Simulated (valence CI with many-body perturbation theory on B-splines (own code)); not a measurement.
E1 line list for Zn15+

Level of theory: valence CI with perturbative core correlation (CI+MBPT): five valence electrons over a frozen Dirac-Fock core [Ne], radial functions for each j: 11 s, 11 p, 10 d, 8 f, 5 g, 2 h, with the one-electron correlation potential Σ1, the two-electron term Σ2, the three-electron term Σ3, Breit, model QED; selected CI, second order for the rest, scaled by the run's own slope (own B-spline code, finite nucleus).

No measured spectrum was set against this ion. As an estimate, levels of excited configurations hold to 0.05 to 0.15 % of their energy, terms of the ground configuration to about 0.5 %. Among the levels kept, up to 3300 cm⁻¹ of a level comes from second order outside the variational space, and about a tenth of that is noise between levels of different J, which matters for small intervals.

Lines 151 to 200 of 569 in falling wavelength, among levels below 1390800 cm⁻¹, chosen from the strongest by gf and those to the six lowest levels. Wavelengths and rates use the calculated energies, so an error of 300 cm⁻¹ moves a line at 196.8 Å by 0.059 % and its rate by three times that or more. Electric multipoles are in the length gauge with retardation, E1 and E2 with the static RPA response of the core. Weak lines are less certain than strong ones. Lines between different terms over intervals too small for the method are left out, as are lines whose strength nearly cancels. Where a level lies close to another of its J and parity, the split of strength between their lines is uncertain.

Names give the largest LS component (configuration and term), which can be under half, so a name can repeat, a term be missing and a line seem to break the LS rules; names also repeat where a configuration has a term twice. Letters in brackets count levels of one name in rising energy.

| λ vac (Å) | Upper | Lower | A (s⁻¹) | S (a.u.) with core polarisation | S without |
| --- | --- | --- | --- | --- | --- |
| 196.8 | 3s 3p3 3d 2F°_5/2 [b] | 3s2 3p2 3d 2F_5/2 [a] | 5.90e+09 | 1.33e-01 | 1.37e-01 |
| 196.7 | 3s 3p3 3d 2F°_7/2 [b] | 3s2 3p2 3d 4F_9/2 | 2.75e+09 | 8.27e-02 | 8.53e-02 |
| 196.5 | 3s2 3p2 3d 2P_3/2 [a] | 3s2 3p3 4S°_3/2 | 1.37e+08 | 2.06e-03 | 2.12e-03 |
| 196.1 | 3s2 3p 3d2 2P°_1/2 [a] | 3s2 3p2 3d 4P_1/2 [b] | 7.46e+09 | 5.56e-02 | 5.73e-02 |
| 196.1 | 3s 3p3 3d 2F°_7/2 [b] | 3s2 3p2 3d 2F_7/2 [a] | 3.62e+09 | 1.08e-01 | 1.11e-01 |
| 195.5 | 3s 3p3 3d 2P°_1/2 [c] | 3s2 3p2 3d 2D_3/2 [b] | 8.69e+09 | 6.41e-02 | 6.61e-02 |
| 195.5 | 3s2 3p 3d2 2D°_3/2 [a] | 3s2 3p2 3d 2P_1/2 | 1.80e+10 | 2.66e-01 | 2.74e-01 |
| 194.4 | 3s 3p4 2S_1/2 [a] | 3s2 3p3 4S°_3/2 | 4.45e+08 | 3.23e-03 | 3.33e-03 |
| 194.2 | 3s2 3p2 3d 2F_7/2 [a] | 3s2 3p3 2D°_5/2 | 8.20e+07 | 2.37e-03 | 2.43e-03 |
| 193.6 | 3s2 3p 3d2 2G°_9/2 [a] | 3s2 3p2 3d 2F_7/2 [b] | 7.98e+09 | 2.86e-01 | 2.95e-01 |
| 193.4 | 3s2 3p 3d2 2G°_7/2 [a] | 3s2 3p2 3d 2F_5/2 [b] | 9.59e+09 | 2.74e-01 | 2.82e-01 |
| 193.4 | 3s2 3p2 3d 4D_3/2 | 3s2 3p3 2D°_5/2 | 1.49e+09 | 2.13e-02 | 2.19e-02 |
| 192.9 | 3s 3p3 3d 2P°_3/2 [c] | 3s2 3p2 3d 2P_3/2 [b] | 1.06e+10 | 1.50e-01 | 1.55e-01 |
| 192.7 | 3s 3p3 3d 2F°_5/2 [d] | 3s2 3p2 3d 2G_7/2 | 1.13e+10 | 2.40e-01 | 2.47e-01 |
| 192.7 | 3s 3p3 3d 4D°_5/2 [d] | 3s2 3p2 3d 4D_5/2 | 6.52e+09 | 1.38e-01 | 1.43e-01 |
| 192.5 | 3s 3p3 3d 2F°_7/2 [b] | 3s2 3p2 3d 2F_5/2 [a] | 7.21e+09 | 2.03e-01 | 2.09e-01 |
| 191.7 | 3s 3p3 3d 4D°_7/2 [d] | 3s2 3p2 3d 4D_5/2 | 3.44e+09 | 9.58e-02 | 9.89e-02 |
| 191.7 | 3s 3p3 3d 2D°_5/2 [c] | 3s2 3p2 3d 2D_5/2 [b] | 1.22e+10 | 2.54e-01 | 2.62e-01 |
| 190.9 | 3s 3p3 3d 2D°_5/2 [d] | 3s2 3p2 3d 2P_3/2 [c] | 2.72e+10 | 5.61e-01 | 5.79e-01 |
| 190.8 | 3s 3p3 3d 2F°_7/2 [d] | 3s2 3p2 3d 2G_9/2 | 4.24e+10 | 1.16e+00 | 1.20e+00 |
| 190.7 | 3s 3p3 3d 2D°_5/2 [d] | 3s2 3p2 3d 2F_7/2 [b] | 1.91e+10 | 3.92e-01 | 4.05e-01 |
| 190.6 | 3s 3p3 3d 2F°_5/2 [e] | 3s2 3p2 3d 2P_3/2 [b] | 3.38e+09 | 6.94e-02 | 7.14e-02 |
| 189.8 | 3s2 3p2 3d 4D_5/2 | 3s2 3p3 2D°_5/2 | 4.22e+08 | 8.55e-03 | 8.78e-03 |
| 189.8 | 3s 3p3 3d 4D°_5/2 [a] | 3s 3p4 4P_5/2 | 2.15e+08 | 4.36e-03 | 4.48e-03 |
| 189.8 | 3s2 3p 3d2 2D°_3/2 [a] | 3s2 3p2 3d 2D_3/2 [b] | 2.74e+10 | 3.69e-01 | 3.81e-01 |
| 189.7 | 3s2 3p2 3d 2P_3/2 [b] | 3s2 3p3 2P°_3/2 | 2.96e+09 | 3.99e-02 | 4.13e-02 |
| 189.6 | 3s 3p3 3d 2D°_3/2 [c] | 3s2 3p2 3d 4D_5/2 | 1.04e+10 | 1.40e-01 | 1.44e-01 |
| 189.5 | 3s2 3p 3d2 4P°_5/2 | 3s2 3p2 3d 2D_5/2 [b] | 4.19e+09 | 8.44e-02 | 8.70e-02 |
| 189.4 | 3s2 3p2 3d 4D_1/2 | 3s2 3p3 2D°_3/2 | 1.63e+09 | 1.09e-02 | 1.13e-02 |
| 189.3 | 3s 3p3 3d 4D°_3/2 [a] | 3s 3p4 4P_5/2 | 6.49e+07 | 8.70e-04 | 8.94e-04 |
| 189.3 | 3s 3p3 3d 4D°_3/2 [d] | 3s2 3p2 3d 4D_3/2 | 4.21e+09 | 5.63e-02 | 5.81e-02 |
| 189.3 | 3s 3p3 3d 2F°_5/2 [e] | 3s2 3p2 3d 2G_7/2 | 2.67e+10 | 5.35e-01 | 5.52e-01 |
| 189.1 | 3s 3p3 3d 4D°_5/2 [d] | 3s2 3p2 3d 4D_3/2 | 4.37e+09 | 8.75e-02 | 9.03e-02 |
| 188.4 | 3s 3p3 3d 4D°_1/2 [d] | 3s2 3p2 3d 4D_3/2 | 1.44e+10 | 9.53e-02 | 9.84e-02 |
| 188.4 | 3s 3p3 3d 4D°_7/2 [a] | 3s 3p4 4P_5/2 | 5.08e+07 | 1.34e-03 | 1.39e-03 |
| 188.3 | 3s 3p3 3d 4D°_5/2 [d] | 3s2 3p2 3d 2F_7/2 [a] | 1.14e+10 | 2.26e-01 | 2.33e-01 |
| 188.2 | 3s2 3p 3d2 4D°_5/2 [b] | 3s2 3p2 3d 2P_3/2 [c] | 3.34e+09 | 6.59e-02 | 6.79e-02 |
| 188.1 | 3s 3p3 3d 4D°_7/2 [d] | 3s2 3p2 3d 4F_9/2 | 3.73e+10 | 9.81e-01 | 1.01e+00 |
| 187.5 | 3s 3p3 3d 4D°_7/2 [d] | 3s2 3p2 3d 2F_7/2 [a] | 5.72e+09 | 1.49e-01 | 1.54e-01 |
| 187.4 | 3s2 3p 3d2 2G°_7/2 [a] | 3s2 3p2 3d 2D_5/2 [b] | 2.62e+09 | 6.80e-02 | 7.00e-02 |
| 187.3 | 3s2 3p 3d2 4F°_7/2 | 3s2 3p2 3d 2D_5/2 [a] | 2.53e+09 | 6.57e-02 | 6.77e-02 |
| 186.5 | 3s2 3p 3d2 2F°_5/2 [b] | 3s2 3p2 3d 2D_5/2 [c] | 4.50e+09 | 8.65e-02 | 8.91e-02 |
| 186.3 | 3s 3p3 3d 2D°_5/2 [d] | 3s2 3p2 3d 2F_5/2 [b] | 8.14e+09 | 1.56e-01 | 1.61e-01 |
| 186.1 | 3s2 3p 3d2 2F°_5/2 [a] | 3s2 3p2 3d 2D_3/2 [a] | 7.02e+09 | 1.34e-01 | 1.38e-01 |
| 185.9 | 3s 3p3 3d 2D°_3/2 [b] | 3s 3p4 2S_1/2 [a] | 6.11e+09 | 7.74e-02 | 7.98e-02 |
| 185.9 | 3s 3p3 3d 2D°_5/2 [a] | 3s2 3p2 3d 2P_3/2 [a] | 9.80e+09 | 1.86e-01 | 1.92e-01 |
| 185.8 | 3s2 3p 3d2 2F°_7/2 [a] | 3s2 3p2 3d 2D_5/2 [a] | 1.27e+10 | 3.23e-01 | 3.33e-01 |
| 185.5 | 3s2 3p2 3d 4D_5/2 | 3s2 3p3 2D°_3/2 | 8.45e+07 | 1.60e-03 | 1.64e-03 |
| 185.1 | 3s 3p3 3d 4D°_3/2 [d] | 3s2 3p2 3d 2F_5/2 [a] | 1.72e+10 | 2.15e-01 | 2.22e-01 |
| 184.9 | 3s2 3p 3d2 4D°_5/2 [a] | 3s2 3p2 3d 4P_3/2 | 4.59e+09 | 8.59e-02 | 8.85e-02 |
